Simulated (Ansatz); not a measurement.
```yaml
atoms:
  - { symbol: C, position_ang: [0.0000, 0.7050, 0.0000] }
  - { symbol: C, position_ang: [-0.9970, 1.7020, 0.0000] }
  - { symbol: C, position_ang: [-2.4070, 1.7020, 0.0000] }
  - { symbol: C, position_ang: [-3.4040, 0.7050, 0.0000] }
  - { symbol: C, position_ang: [-3.4040, -0.7050, 0.0000] }
  - { symbol: C, position_ang: [-2.4070, -1.7020, 0.0000] }
  - { symbol: C, position_ang: [-0.9970, -1.7020, 0.0000] }
  - { symbol: C, position_ang: [0.0000, -0.7050, 0.0000] }
  - { symbol: C, position_ang: [0.9970, 1.7020, 0.0000] }
  - { symbol: C, position_ang: [2.4070, 1.7020, 0.0000] }
  - { symbol: C, position_ang: [3.4040, 0.7050, 0.0000] }
  - { symbol: C, position_ang: [3.4040, -0.7050, 0.0000] }
  - { symbol: C, position_ang: [2.4070, -1.7020, 0.0000] }
  - { symbol: C, position_ang: [0.9970, -1.7020, 0.0000] }
  - { symbol: H, position_ang: [-0.5818, 2.7044, 0.0000] }
  - { symbol: H, position_ang: [-2.8222, 2.7044, 0.0000] }
  - { symbol: H, position_ang: [-4.4065, 1.1202, 0.0000] }
  - { symbol: H, position_ang: [-4.4065, -1.1202, 0.0000] }
  - { symbol: H, position_ang: [-2.8222, -2.7044, 0.0000] }
  - { symbol: H, position_ang: [-0.5818, -2.7044, 0.0000] }
  - { symbol: H, position_ang: [0.5818, 2.7044, 0.0000] }
  - { symbol: H, position_ang: [2.8222, 2.7044, 0.0000] }
  - { symbol: H, position_ang: [4.4065, 1.1202, 0.0000] }
  - { symbol: H, position_ang: [4.4065, -1.1202, 0.0000] }
  - { symbol: H, position_ang: [2.8222, -2.7044, 0.0000] }
  - { symbol: H, position_ang: [0.5818, -2.7044, 0.0000] }
```

Basis set: def2-SVP. Charge 0. Computed with Ansatz (development build ahead of 0.2.0); the lowest solution found for each multiplicity.

Problem. How do the multiplicities compare at this shape? Give, from the lowest of each method, PBE0 (unrestricted) for 1, 3; PBE0 (restricted) for 1, 3.

Solution.

```
            method  multiplicity  E (eV)  <S²>
PBE0, unrestricted             1   0.000  0.83
PBE0, unrestricted             3   0.634  2.04
  PBE0, restricted             1   0.000  0.00
  PBE0, restricted             3   0.614  2.00
```

Caution for PBE0, unrestricted: the unrestricted determinant is a mixture of spin states.
